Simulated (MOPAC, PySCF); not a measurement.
H3Al, SMILES `[AlH3]`, neutral singlet in the gas phase. 

Z-matrix (Å, degrees):
```
Al
H 1 1.5747
H 1 1.5747 2 120.00
H 1 1.5747 2 120.00 3 -180.00
```
Charge 0, multiplicity 1.

All levels are single points at this geometry (M06-2X/def2-TZVP); Pople sets use spherical d functions. Orbital energies aren't observables, and empty levels follow the basis.

PBE-D3(BJ)/def2-TZVP in PySCF gives gap (eV) = 4.79.

Estimate the gap (eV) from each of these levels: B3LYP-D3(BJ)/def2-TZVP in PySCF; M06-2X/def2-TZVP in PySCF; B3LYP/3-21G in PySCF; B3LYP/6-311+G** in PySCF; B3LYP/6-31G* in PySCF; B3LYP/LANL2DZ in PySCF; BP86/6-31G* in PySCF; HF/3-21G in PySCF; HF/6-31G* in PySCF; PM3 in MOPAC; PM6 in MOPAC; PM7 in MOPAC.


```json
[
 {"level": "B3LYP-D3(BJ)/def2-TZVP in PySCF", "gap (eV)": "6.44"},
 {"level": "M06-2X/def2-TZVP in PySCF", "gap (eV)": "8.54"},
 {"level": "B3LYP/3-21G in PySCF", "gap (eV)": "6.38"},
 {"level": "B3LYP/6-311+G** in PySCF", "gap (eV)": "6.41"},
 {"level": "B3LYP/6-31G* in PySCF", "gap (eV)": "6.45"},
 {"level": "B3LYP/LANL2DZ in PySCF", "gap (eV)": "6.44"},
 {"level": "BP86/6-31G* in PySCF", "gap (eV)": "4.88"},
 {"level": "HF/3-21G in PySCF", "gap (eV)": "12.52"},
 {"level": "HF/6-31G* in PySCF", "gap (eV)": "12.65"},
 {"level": "PM3 in MOPAC", "gap (eV)": "9.19"},
 {"level": "PM6 in MOPAC", "gap (eV)": "12.28"},
 {"level": "PM7 in MOPAC", "gap (eV)": "10.02"}
]
```
